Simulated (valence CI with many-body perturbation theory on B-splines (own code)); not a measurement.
Hyperfine factors and g values of Ta LXIX

Computed by configuration interaction combined with many-body perturbation theory (CI+MBPT): three valence electrons over a frozen Dirac-Fock core [He], a basis of 11 s, 11 p, 10 d, 8 f, 5 g, 2 h functions for each j, with the one-electron correlation potential Σ1, the two-electron term Σ2, the three-electron term Σ3, Breit, model QED; selected CI, second order for the rest, scaled by the run's own slope (own B-spline code, finite nucleus).

No measured spectrum was set against this ion. As an estimate, large intervals hold to a few tenths of a per cent, small ones and those within an open d or f shell to about a per cent.

A/g_I is the dipole constant over the nuclear g factor μ/I (μ in nuclear magnetons, uniformly magnetised nucleus), B/Q the quadrupole constant per barn. Both hold the static response of the core; the bare values leave it out. Large factors of s and p1/2 electrons are usually good to 5 to 10 %; those of open d and f shells near neutrality can be off by tens of per cent, and small factors of p3/2, d and f electrons come from cancelling terms and can be off by a factor of two or in sign, in half-filled shells by more. B is blank for J = 1/2, where it vanishes, and for nearly pure S terms. Energies count from the lowest level.

Levels are named by their leading jj configuration (3d3/2^4 stands for four electrons in 3d with j = 3/2), which in mixed levels can hold well under half, so a name can repeat and another be missing. Letters in brackets count levels of one name in rising energy.

```tsv
Level	E (× 10³ cm⁻¹)	g	A/g_I (MHz)	A/g_I bare	B/Q (MHz/b)	B/Q bare
(2s^2 2p1/2) J=1/2	0.00	0.617	7200000	7170000		
(2s 2p1/2^2) J=1/2	2136.7	2.031	2.18e+07	2.16e+07		
(2s^2 2p3/2) J=3/2	11088	1.298	819000	836000	1620000	1620000
(2s 2p1/2 2p3/2) J=3/2 [a]	12592	1.619	5230000	5200000	1270000	1270000
(2s 2p1/2 2p3/2) J=5/2	12918	1.307	6300000	6270000	1400000	1400000
(2s 2p1/2 2p3/2) J=1/2	13494	1.268	-8240000	-8110000		
(2s 2p1/2 2p3/2) J=3/2 [b]	13510	0.973	35300	74500	820000	821000
(2p1/2^2 2p3/2) J=3/2	15729	1.313	763000	800000	1560000	1570000
(2s 2p3/2^2) J=5/2	23824	1.416	5060000	5030000	212000	212000
(2s 2p3/2^2) J=1/2	24692	1.917	2.20e+07	2.18e+07		
(2s 2p3/2^2) J=3/2	24697	1.168	-3430000	-3350000	-164000	-164000
(2p1/2 2p3/2^2) J=3/2	26425	1.433	-509000	-457000	83200	83300
(2p1/2 2p3/2^2) J=5/2	26607	1.162	2070000	2090000	-4710	-4720
(2p1/2 2p3/2^2) J=1/2	27065	0.617	7230000	7180000		
(2p3/2^3) J=3/2	37857	1.286	793000	827000	-1650000	-1650000
(2s^2 3s) J=1/2	83046	1.982	6490000	6440000		
(2s^2 3p1/2) J=1/2	83755	0.659	2170000	2160000		
(2s 2p1/2 3s) J=1/2 [a]	84475	2.349	1.24e+07	1.23e+07		
(2s 2p1/2 3s) J=3/2	84698	1.530	1.19e+07	1.18e+07	-123000	-123000
(2s 2p1/2 3s) J=1/2 [b]	84944	0.697	1.13e+07	1.12e+07		
(2s 2p1/2 3p1/2) J=1/2 [a]	85072	0.262	-1270000	-1230000		
(2s 2p1/2 3p1/2) J=3/2	85301	1.086	1.05e+07	1.04e+07	-121000	-121000
(2s 2p1/2 3p1/2) J=1/2 [b]	85662	1.911	2.22e+07	2.20e+07		
(2s^2 3p3/2) J=3/2	87029	1.320	275000	281000	493000	494000
(2p1/2^2 3s) J=1/2	87039	1.974	6050000	5990000		
(2s^2 3d3/2) J=3/2	87498	0.786	164000	164000	93400	94100
(2p1/2^2 3p1/2) J=1/2	87602	0.643	2090000	2080000		
(2s^2 3d5/2) J=5/2	88367	1.192	376000	373000	138000	139000
(2s 2p1/2 3p3/2) J=3/2 [a]	88444	1.387	1010000	1010000	487000	488000
(2s 2p1/2 3p3/2) J=5/2	88714	1.307	5680000	5640000	347000	347000
(2s 2p1/2 3p3/2) J=3/2 [b]	88732	1.242	3310000	3290000	197000	197000
(2s 2p1/2 3p3/2) J=1/2	88772	1.336	-9070000	-8970000		
(2s 2p1/2 3d3/2) J=3/2 [a]	88815	0.570	-1860000	-1830000	98200	98800
(2s 2p1/2 3d3/2) J=5/2	89065	1.002	5870000	5820000	-18500	-18000
(2s 2p1/2 3d3/2) J=3/2 [b]	89212	1.156	5900000	5830000	105000	106000
(2s 2p1/2 3d3/2) J=1/2	89245	0.436	-9420000	-9330000		
(2s 2p1/2 3d5/2) J=5/2 [a]	89784	1.301	1400000	1380000	107000	108000
(2s 2p1/2 3d5/2) J=7/2	90019	1.221	4230000	4190000	-24300	-23700
(2s 2p1/2 3d5/2) J=5/2 [b]	90115	1.074	468000	469000	192000	193000
(2s 2p1/2 3d5/2) J=3/2	90120	1.116	-5530000	-5480000	51900	52400
```

(1) Take the isotope of mass number 181, with I = 7/2, μ = 2.365 μN and Q = 3.17 b. What is the hyperfine structure of (2s 2p1/2 2p3/2) J=3/2 [a]?

Answers

(1) From the table A = 3530000 MHz, B = 4030000 MHz. Shifts from the centre of gravity in MHz: F = 2: -2.17e+07, F = 3: -1.40e+07, F = 4: -989000, F = 5: 1.95e+07.
